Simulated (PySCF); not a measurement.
NICS in isomers of C8H13PS.

Definitions: NICS(0) = −σiso at the ring centroid; NICS(1) = −σiso and NICS(1)zz = −σzz at ±1 Å along the ring normal z. Level: GIAO PBE0/pcSseg-1 (PySCF, non-relativistic, gas phase) on the GFN2-xTB geometries, one conformer each. Atom numbers follow the mapped SMILES.

**Question.** Order these rings by mean NICS(1)zz, lowest (most negative) first (ppm).
A. ring C3–C4–C5–P6 in `[CH2:1]=[CH:2][C@@H:3]1[CH2:4][CH2:5][P@:6]1(=[S:7])[CH:8]1[CH2:9][CH2:10]1`
B. ring C8–C9–C10 in `[CH:1]#[C:2][CH2:3][P@:4](=[S:5])([CH2:6][CH3:7])[CH:8]1[CH2:9][CH2:10]1`
C. ring C2–P3–C4–S5–C6 in `[CH3:1][c:2]1[p:3][cH:4][s:5][c:6]1[C:7]([CH3:8])([CH3:9])[CH3:10]`
D. ring C2–P3–C4–C9–S10 in `[CH3:1][c:2]1[p:3][c:4]([C:5]([CH3:6])([CH3:7])[CH3:8])[cH:9][s:10]1`
E. ring C3–C4–C6–C7–P8 in `[CH2:1]=[CH:2][C:3]1=[C:4]([CH3:5])[CH2:6][CH2:7][P@@:8]1([CH3:9])=[S:10]`

**Answer.** B (-26.0), C (-23.1), D (-20.5), E (-1.8), A (2.3).

```csv
SMILES,ring,NICS(0),NICS(1),NICS(1)zz,HOMA,rms pucker (Å),ring atoms with four or more neighbours
C#CC[P@](=S)(CC)C1CC1,3-membered carbocycle; formal bonds all single,-45.8,-9.9,-26.0,–,0.00,3
Cc1pcsc1C(C)(C)C,5-membered ring with P and S; formal bonds all aromatic,-10.5,-10.7,-23.1,0.70,0.00,0
Cc1pc(C(C)(C)C)cs1,5-membered ring with P and S; formal bonds all aromatic,-9.7,-9.9,-20.5,0.64,0.00,0
C=CC1=C(C)CC[P@@]1(C)=S,"5-membered ring with P; formal bonds 1 double, 4 single",-3.3,-3.6,-1.8,–,0.11,3
C=C[C@@H]1CC[P@]1(=S)C1CC1,4-membered ring with P; formal bonds all single,-2.9,-1.6,2.3,–,0.12,4
```

NICS(0) gives the same order. The isotropic NICS(1) gives another order. HOMA uses Krygowski's 1993 parameters; it is left out where a ring has a four-coordinate atom, a triple bond, no multiple bond or a kind of bond without parameters. NICS(1) and NICS(1)zz are means over the two faces.
